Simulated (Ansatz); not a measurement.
C2H5BBrCl (`BCC(Cl)Br`) at its PBE0-D4/def2-TZVP geometry, where that method's forces vanish. Total charge 0; spin multiplicity 1.

```xyz
10

B     0.8789   -1.2412   -0.1241
C     0.3458    0.1913   -0.4262
C    -0.8600    0.6107    0.3698
Cl   -0.4540    0.7319    2.0915
Br   -1.6035    2.2979   -0.2684
H     0.2192   -2.0379    0.4760
H     1.9420   -1.5697   -0.5606
H     0.0782    0.1673   -1.4963
H     1.1325    0.9490   -0.3567
H    -1.6791   -0.0992    0.2951
```

Q: What forces (eV/Å) does B3LYP-D4/def2-TZVPP give on these atoms in Ansatz? (Best estimate.)

A: Computed: 
```
B1   0.074 -0.164  0.013
C2   0.142 -0.026 -0.159
C3  -0.156 -0.312 -0.148
Cl4  0.088  0.013  0.423
Br5 -0.179  0.355 -0.149
H6   0.080  0.084 -0.073
H7  -0.112  0.027  0.054
H8   0.019  0.006  0.046
H9  -0.042 -0.043 -0.006
H10  0.086  0.061 -0.001
```

B3LYP here is the variant with VWN-RPA as its local correlation; programs differ in this.
